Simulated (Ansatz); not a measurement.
Mulliken charges of CH5FO2Si (`OC(F)O[SiH3]`) from PBE/def2-TZVPP in Ansatz (PBE0-D4/def2-TZVP geometry).

```csv
atom,x (Å),y (Å),z (Å),charge (e)
O1,-1.584,-1.357,-0.965,-0.255
C2,-0.504,-0.551,-0.850,0.279
F3,-0.782,0.706,-1.367,-0.188
O4,-0.146,-0.394,0.463,-0.305
Si5,1.004,0.687,0.992,0.353
H6,-2.218,-1.106,-0.282,0.198
H7,0.301,-0.965,-1.464,0.072
H8,2.179,0.639,0.083,-0.057
H9,0.467,2.066,1.044,-0.049
H10,1.366,0.224,2.349,-0.050
```

By hand: the dipole of these point charges (1 e Å = 4.8032 D).

Σ q r = (0.176, -0.015, 0.140) e Å, of length 0.225 e Å = 1.08 D.

How does the dipole of the full density compare? (Best estimate.)

Ansatz gave: (0.089, -0.002, 0.230) e Å, 1.18 D; the point charges give 0.92 times that, at 31° from its direction.

Point charges leave out the atoms' own dipoles, such as those of lone pairs, and Mulliken's split depends on the basis, so the two needn't agree.
